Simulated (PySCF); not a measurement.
Compound: C₆H₁₄N₂Si₂.
Numbering: `[CH3:1][SiH2:2][NH:3][SiH2:4][C@@H:5]1[CH2:6][CH2:7][C@@H:8]1[C:9]#[N:10]` (hydrogens: H11, H12, H13 on C1; H14, H15 on Si2; H16 on N3; H17, H18 on Si4; H19 on C5; H20, H21 on C6; H22, H23 on C7; H24 on C8)

A GFN2-xTB structure was refined with PBE0-D3(BJ)/def2-SVP geometry optimisation, gas phase in PySCF. Its GFN2-xTB values:

| coordinate | GFN2-xTB |
| --- | --- |
| C1–Si2 | 1.889 Å |
| Si2–N3 | 1.752 Å |
| Si2–H14 | 1.466 Å |
| Si2–H15 | 1.470 Å |
| N3–Si4 | 1.677 Å |
| Si4–C5 | 1.925 Å |
| Si4–H17 | 1.471 Å |
| Si4–H18 | 1.459 Å |
| C5–C6 | 1.532 Å |
| C5–C8 | 1.547 Å |
| C6–C7 | 1.523 Å |
| C6–H20 | 1.083 Å |
| C6–H21 | 1.091 Å |
| C7–H22 | 1.085 Å |
| C8–C9 | 1.401 Å |
| C9≡N10 | 1.150 Å |
| C1–Si2–N3 | 107.7° |
| Si2–N3–Si4 | 125.3° |
| N3–Si4–C5 | 107.7° |
| C5–C8–C7 | 87.6° |
| C6–C5–C8 | 89.5° |
| C6–C7–C8 | 89.7° |
| C7–C8–C9 | 117.2° |
| C8–C9–N10 | 179.1° |
| C1–Si2–N3–Si4 | -179° |
| Si2–N3–Si4–C5 | 168° |
| N3–Si4–C5–C6 | 171° |
| Si4–C5–C8–C7 | 102° |

Task: How do these coordinates change at the PBE0-D3(BJ)/def2-SVP level?

Result: 
```csv
coordinate,PBE0-D3(BJ)/def2-SVP (Å or °),change
N3–Si4,1.730,+0.053
C8–C9,1.454,+0.053
Si4–H18,1.493,+0.034
Si2–H14,1.495,+0.029
Si2–H15,1.498,+0.028
Si4–H17,1.498,+0.027
Si4–C5,1.899,-0.026
C6–H20,1.102,+0.019
C5–C6,1.550,+0.018
C6–C7,1.538,+0.015
C7–H22,1.099,+0.014
C1–Si2,1.876,-0.013
C5–C8,1.559,+0.012
C6–H21,1.100,+0.009
C9≡N10,1.159,+0.009
Si2–N3,1.744,-0.008
N3–Si4–C5,113.4,+5.7
Si2–N3–Si4,129.9,+4.6
C1–Si2–N3,112.3,+4.6
C8–C9–N10,176.9,-2.2
C7–C8–C9,118.6,+1.4
C6–C5–C8,88.1,-1.4
C5–C8–C7,88.5,+0.9
C6–C7–C8,88.9,-0.8
Si2–N3–Si4–C5,99,-69
C1–Si2–N3–Si4,-110,+69
N3–Si4–C5–C6,165,-6
Si4–C5–C8–C7,98,-4
```

The energy falls by 36.1 kJ/mol over 21 energy and gradient evaluations, the largest force component goes from 0.0353 to 3.9e-04 Eh/bohr, and the atoms move by 0.702 Å rms after alignment. Among the bonds, N3–Si4 and C8–C9 change most and about equally (+0.053 Å). Bonds longer at the end by more than 0.005 Å: 15 of 24; shorter: 3. Among the dihedrals that turn most is Si2–N3–Si4–H18, from 52° to -20°. Rotational constants go from 1836, 521.3, 438.9 to 1574, 557.0, 484.0 MHz.

The run used 218 basis functions and 155 SCF cycles in all. On an Arm Neoverse V2 with one thread, no GPU, on a shared host, this took 8.8 min of wall time and 1.1 GiB of memory at its peak.

No PBE0-D3(BJ)/def2-SVP frequencies stand behind this structure, so it isn't proved a minimum. The numbers are those of one conformer.
